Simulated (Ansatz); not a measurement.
Born–Oppenheimer molecular dynamics of Cl₂FGeH (5 atoms, charge 0, multiplicity 1). It starts from a relaxed structure.

These are results of RKS PBE/def2-SVP in Ansatz 0.2.0, not measurements.

| Property | Result |
| --- | --- |
| ensemble | NVT, Langevin thermostat |
| time step | 0.5 fs |
| steps asked | 250 |
| set temperature | 2000 K |
| friction | 0.02 /fs |
| seed | 935689 |

First frame:

```xyz
5
Properties=species:S:1:pos:R:3
Ge 0.026 0.044 0.027
H 0.000 -0.001 1.565
Cl 2.033 0.004 -0.744
Cl -1.012 1.762 -0.744
F -0.789 -1.369 -0.592
```

**Question.** How far do the bonds stretch over the last three quarters of this one trajectory? (Pairs bonded in most of those frames.)

**Answer.** 
```csv
bond,mean (Å),spread (Å),shortest,longest
Ge1–H2,1.597,0.142,1.35,1.91
Ge1–Cl3,2.148,0.053,2.09,2.28
Ge1–Cl4,2.183,0.079,2.05,2.29
Ge1–F5,1.814,0.109,1.66,1.98
```

Mean temperature of the second half: 2592 K. The mean temperature of the second half is 30 % above the set value. A run of 0.12 ps of so small a system gives no equilibrium averages.

Run time: 4.6 min on 2 threads of Arm Neoverse V1, on a shared host, peak memory 0.14 GiB.
